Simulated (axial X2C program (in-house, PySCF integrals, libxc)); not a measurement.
## NiSi⁺: cheaper levels and CCSD(T), with spin–orbit coupling

Calculated with an axial X2C code built on PySCF integrals. Two-component (2c) means X2C with spin–orbit coupling and atomic mean-field two-electron Coulomb and Gaunt terms. Basis: Ni dyall-cv3z [9s9p6d3f2g], Si dyall-v3z [8s7p2d1f] (cores contracted in-house); Gaussian nuclei, density fitting, unrestricted open shells. Masses: Ni 57.935 u, Si 27.977 u.

State: Ω = 5/2 (⟨Sz⟩ = 0.47, ⟨Lz⟩ = 2.03 at HF); fragments Ni+ + Si.

```
level  Re (Å)  ωe (cm⁻¹)
 PBE0   2.187      391.4
   HF   2.443      224.9
  MP2   2.140      402.3
 CCSD   2.202      361.9
B3LYP   2.193      385.7
```

Correlated methods: 13 electrons correlated (number of frozen shells: Ni 3 s, 2 p; Si 2 s, 1 p), 221 virtual spin orbitals or spinors in MP2, 89 natural virtuals in coupled cluster.

CCSD(T), same Hamiltonian and basis:

Re = 2.167 Å, ωe = 405.0 cm⁻¹; T1 = 0.073 (Lee–Taylor normalisation).

**Question.** Give the differences from CCSD(T) in the columns below.

**Answer.** 

```csv
level,ΔRe (Å),Δωe (cm⁻¹)
PBE0,0.020,-14
HF,0.276,-180
MP2,-0.027,-3
CCSD,0.035,-43
B3LYP,0.026,-19
```

The state is one determinant whose occupation by symmetry is held fixed; it was picked as the lowest of a PBE0 search that is not exhaustive. De is not given where an atomic determinant may have missed its ground term or J level, or where the truncated virtual space spoils (T). Density functionals use the spin component along the axis (collinear). CCSD and (T) use frozen natural virtuals with an MP2 correction for the truncation; (T) itself is uncorrected, so its De runs slightly low. Without a current term, density functionals place determinants with orbital angular momentum somewhat too high. The determinant is spin-polarised beyond a pure state at some levels (its spin-free form has ⟨S²⟩ too high), which makes Re and μ there less reliable. The T1 diagnostic is large, a sign of multireference character. The lowest spin-free determinant has another configuration (M_S = 1/2, Λ = 0), so the order of states is uncertain and this need not be the ground state.
